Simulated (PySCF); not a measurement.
Gas-phase reaction: GaCl3 + HCl + GaNH2 ⇌ GaCl2NH2 + GaHCl2

Energies from PySCF, thermal terms from the rigid-rotor harmonic-oscillator model, ideal gas at 1 bar. † marks an energy on the PBE0/def2-TZVP geometry and frequencies; other levels use their own. CCSD(T) freezes the core. 6-31G* has spherical d functions here. All species are closed-shell singlets. B3LYP is the form with VWN-RPA correlation. Ga: all electrons, no relativistic terms. GaNH2, GaCl2NH2, GaHCl2: computed as isolated molecules; such fragments, hydroxides, amides, oligomers or adducts are transient or little studied in the gas. CCSD(T) isn't extrapolated to the basis-set limit.

```
level                ΔH°(298 K), kJ
-------------------  --------------
B3LYP/def2-TZVP†                  ?
BLYP/def2-TZVP†                -125
CCSD(T)/def2-SVP†              -170
CCSD(T)/def2-TZVPP†            -172
HF/6-31G*                         ?
M06-2X/def2-TZVP†              -179
PBE/def2-TZVP†                    ?
r2SCAN/def2-TZVP†                 ?
```

Problem. What belongs in the gaps?

Solution. 
- B3LYP/def2-TZVP†, ΔH°(298 K), kJ: -144
- HF/6-31G*, ΔH°(298 K), kJ: -185
- PBE/def2-TZVP†, ΔH°(298 K), kJ: -152
- r2SCAN/def2-TZVP†, ΔH°(298 K), kJ: -181
